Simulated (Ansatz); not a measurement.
Two structures of SnSiH8S, singlet, reached by relaxing down either side of one saddle point (PBE0-D4/def2-TZVP). Energies are electronic, without zero-point energy. Program: Ansatz 0.2.0. Basis: def2-TZVPP and def2-QZVPP. Cores are frozen in the correlated methods. Filled d shells of the heavier atoms are correlated. Core potentials replace the inner electrons of the atoms past krypton. The def2 sets are not built for correlating such inner shells, so the correlated values are less sure here. Extrapolation: Hartree–Fock as exp(−7.88 √X), correlation as X^−2.97. First:

Sn1  (-0.807, 0.228, -1.922)
S2  (0.979, 1.502, -0.928)
H3  (-0.050, -1.162, -2.543)
H4  (-1.954, -0.159, -0.722)
H5  (-1.530, 1.151, -3.160)
H6  (0.555, -1.546, 0.663)
Si7  (0.645, -0.795, 1.942)
H8  (0.162, 2.461, -0.461)
H9  (1.975, -0.153, 2.065)
H10  (-0.431, 0.226, 2.000)
H11  (0.458, -1.753, 3.065)
(Å)

Second:

```json
{"atom": "Sn1", "x (Å)": "-1.2422", "y (Å)": "-0.6717", "z (Å)": "-0.8238"}
{"atom": "S2", "x (Å)": "1.8707", "y (Å)": "1.5482", "z (Å)": "-0.9218"}
{"atom": "H3", "x (Å)": "-0.3304", "y (Å)": "-1.2000", "z (Å)": "-2.1661"}
{"atom": "H4", "x (Å)": "-2.6593", "y (Å)": "-1.6299", "z (Å)": "-0.7467"}
{"atom": "H5", "x (Å)": "-1.7354", "y (Å)": "0.9386", "z (Å)": "-1.1158"}
{"atom": "H6", "x (Å)": "1.9556", "y (Å)": "2.0541", "z (Å)": "0.3182"}
{"atom": "Si7", "x (Å)": "0.1005", "y (Å)": "-0.8442", "z (Å)": "1.3506"}
{"atom": "H8", "x (Å)": "0.9313", "y (Å)": "2.4371", "z (Å)": "-1.2798"}
{"atom": "H9", "x (Å)": "1.4896", "y (Å)": "-1.2931", "z (Å)": "1.0731"}
{"atom": "H10", "x (Å)": "0.1518", "y (Å)": "0.4783", "z (Å)": "2.0296"}
{"atom": "H11", "x (Å)": "-0.5324", "y (Å)": "-1.8174", "z (Å)": "2.2823"}
```

(1) Which bonds change from the first to the second?

(2) Give the saddle point's structure and its height above each. (An estimate is asked for; the value comes from the calculation.)

The T1 diagnostic stays at or below 0.016.

## Answers

(1) SnH₄S ([SH][SnH3]) + SiH₄ → SnSiH₆ ([SiH3][SnH3]) + H₂S; bonds formed: Sn1–Si7, S2–H6; bonds broken: Sn1–S2, H6–Si7.

(2) Computed: 2.493 eV above the first and 2.165 eV above the second (CCSD(T) at an estimated basis limit (MP2 extrapolated from triple and quadruple zeta, plus CCSD(T) − MP2 in triple zeta)).
```
atom    x (Å)    y (Å)    z (Å)
 Sn1  -0.8534  -0.1680  -1.1390
  S2   1.4481   1.3548  -1.3130
  H3  -0.2017  -1.3478  -2.1711
  H4  -2.0025  -0.8911  -0.0603
  H5  -1.6973   1.1211  -1.8731
  H6   0.9332   0.3786  -0.0213
 Si7   0.3886  -0.5610   1.4641
  H8   0.8370   2.3857  -0.7065
  H9   1.6987  -0.3396   2.1419
 H10  -0.6783   0.0934   2.2700
 H11   0.1274  -2.0260   1.4083
```

Labels in which every atom is bracketed show which atoms are joined, not bond orders.

For scale, one of the runs: CCSD(T)/def2-TZVPP, 246 basis functions, launched by `ansatz run in.yaml --threads 4 --pin off --events-out ev --progress --plain --max-ram 9574MiB`. Hardware: 4 CPU threads of an Intel Xeon, shared host. Wall time 3.3 min; peak host memory 5 GiB.
